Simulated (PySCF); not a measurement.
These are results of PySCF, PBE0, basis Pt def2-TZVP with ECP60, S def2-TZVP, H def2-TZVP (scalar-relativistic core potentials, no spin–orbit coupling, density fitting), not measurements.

```xyz
4
charge 0 multiplicity 1, angstrom
Pt    0.1382    0.2394   -0.0798
S    -0.8757   -1.5170    0.4326
H     1.4281    0.4137    0.7332
H    -0.3560    1.4436    0.7332
```

H₂PtS (singlet), along the line from Pt1 (at 0) through S2 (at 2.092 Å). Core electrons replaced by a potential are absent, the electrostatic potential uses the reduced nuclear charge, and values within about 0.7 Å of such atoms have no physical meaning.

Task: Tabulate the fields along this line at 0.73, 0.94, 1.15, 1.36, 1.57, 1.78, 1.99, 2.30, 2.51, 2.72, 2.93, 3.14, 3.35 Å.

Result: 
```json
{"distance (Å)": "0.73", "electron density (e/Å³)": "2.94", "electron localisation function": "0.502", "electrostatic potential (V)": "49.7"}
{"distance (Å)": "0.94", "electron density (e/Å³)": "1.36", "electron localisation function": "0.415", "electrostatic potential (V)": "23.5"}
{"distance (Å)": "1.15", "electron density (e/Å³)": "1.1", "electron localisation function": "0.623", "electrostatic potential (V)": "19"}
{"distance (Å)": "1.36", "electron density (e/Å³)": "1.22", "electron localisation function": "0.62", "electrostatic potential (V)": "31.1"}
{"distance (Å)": "1.57", "electron density (e/Å³)": "1.64", "electron localisation function": "0.0922", "electrostatic potential (V)": "70.1"}
{"distance (Å)": "1.78", "electron density (e/Å³)": "14", "electron localisation function": "0.729", "electrostatic potential (V)": "191"}
{"distance (Å)": "1.99", "electron density (e/Å³)": "174", "electron localisation function": "0.283", "electrostatic potential (V)": "1240"}
{"distance (Å)": "2.30", "electron density (e/Å³)": "58.5", "electron localisation function": "0.861", "electrostatic potential (V)": "394"}
{"distance (Å)": "2.51", "electron density (e/Å³)": "3.43", "electron localisation function": "0.152", "electrostatic potential (V)": "110"}
{"distance (Å)": "2.72", "electron density (e/Å³)": "1.12", "electron localisation function": "0.335", "electrostatic potential (V)": "44.4"}
{"distance (Å)": "2.93", "electron density (e/Å³)": "0.679", "electron localisation function": "0.782", "electrostatic potential (V)": "18.9"}
{"distance (Å)": "3.14", "electron density (e/Å³)": "0.343", "electron localisation function": "0.773", "electrostatic potential (V)": "8.2"}
{"distance (Å)": "3.35", "electron density (e/Å³)": "0.156", "electron localisation function": "0.673", "electrostatic potential (V)": "3.63"}
```

On a grid of 0.10 Å the density has a local minimum along the bond near 1.15 Å from Pt, at 1.10 e/Å³, where the ELF is 0.62.

Spin–orbit coupling, left out here, can matter for elements this heavy.
